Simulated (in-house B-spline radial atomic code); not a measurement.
As. Computed with a B-spline radial atomic code. Model: non-relativistic spherical atom: semilocal Troullier-Martins pseudo-atom, one channel per l, against all electrons, high spin, G0W0 and RPA with empty states to l = 8, local potential for every l without a channel, a model core (radius 0 = none) keeps its share of the functional.

The core holds an angular momentum without a channel of its own, so the local potential lets valence electrons into it.

What the tables leave out is listed at the end.

The pseudopotential gives back the lowest level of each angular momentum of its own functional in the configuration it was made in; a second state of the same l is only approximately right. Exact exchange, RPA and GW see the smooth pseudo-orbitals and miss the exchange with the core, for which the functional's share stands in. The column with an uncorrelated core keeps all orbitals and exact exchange, and so separates missing core correlation from pseudisation. Only the three outermost levels and the lowest empty one were computed. RPA here is direct RPA, with no exchange kernel, and its energies carry an (l + 1/2)⁻⁴ tail. A hybrid on a potential with a model core restores only its own semilocal share of the core's exchange.

Command:
```bash
python run_psgw.py task.json out
```
Settings (lengths in bohr, energies in hartree):
```
Z                      33
electrons              33
configuration          [Ar] 3d10 4s2 4p3
generated_in           [Ar] 3d10 4s2 4p3
functional             pbe,pbe
core_shells            6
radius_factor          1.15
core_correction        True
```

Cost of the run: 34 s on 1 thread of Arm Neoverse N1, on a shared host.

Given: made with PBE; model core radius 1.28 bohr; local radius 1.969 bohr; mean-field start PBE.

Valence shells of the generating configuration: 4s, 4p.

Channel: s 1.91, p 2.306 (radii in bohr).

Computed: largest level miss in the spin-unpolarised generating configuration 0 eV; valence RPA correlation energy all-electron orbitals -0.18267 hartree; valence RPA correlation energy pseudo -0.20518 hartree; pseudo-atom RPA polarisability 28.188 bohr³.

| level | occupied | mean-field all-electron (eV) | mean-field pseudo minus all (eV) | G0W0 all-electron (eV) | G0W0 uncorrelated core minus all (eV) | G0W0 pseudo minus all (eV) | exchange self-energy all-electron (eV) | exchange self-energy pseudo (eV) |
| --- | --- | --- | --- | --- | --- | --- | --- | --- |
| 4p up | 1 | -5.9554 | 0.001 | -9.6681 | 0.143 | 0.057 | -16.345 | -14.241 |
| 4p down (empty) | 0 | -3.6564 | -0.015 | -1.1089 | 0.165 | -0.147 | -4.3055 | -2.2904 |

(1) What is the all-electron RPA polarisability, core included?

Given: mean-field start PBE0.

Computed: valence RPA correlation energy all-electron orbitals -0.16591 hartree; valence RPA correlation energy pseudo -0.18474 hartree; all-electron RPA polarisability, core included 23.291 bohr³.

```tsv
level	occupied	mean-field all-electron (eV)	mean-field pseudo minus all (eV)	G0W0 all-electron (eV)	G0W0 uncorrelated core minus all (eV)	G0W0 pseudo minus all (eV)	exchange self-energy all-electron (eV)	exchange self-energy pseudo (eV)
4p up	1	-7.1338	0.018	-9.9925	0.152	0.054	-16.38	-14.241
4s down	1	-13.452	0.196	-16.339	0.474	0.336	-16.195	-12.253
4p down (empty)	0	-2.6294	-0.019	-0.81084	0.158	-0.106	-3.9153	-2.1535
```

(2) What is the pseudo-atom RPA polarisability?

## Answers

(1) 27.777 bohr³.

(2) 24.01 bohr³.

Among the listed levels the largest G0W0 shift of the pseudo-atom is +0.34 eV, for 4s down on the PBE0 start, while leaving the core uncorrelated moves that level by +0.47 eV. The rest, -0.14 eV, comes from pseudisation and the lost core exchange. Not in the tables (levels of low weight, unsolved or above zero; the highest and the empty levels are kept at any weight): on PBE the G0W0 levels 4s down (pseudo minus all +0.05 eV, weights 0.74 and 0.74), 4s up (pseudo minus all +0.17 eV, weights 0.07 and 0.06); on PBE0 the G0W0 levels 4s up (pseudo minus all +0.31 eV, weights 0.31 and 0.34); no Hartree-Fock pseudo-atom is run with a model core.
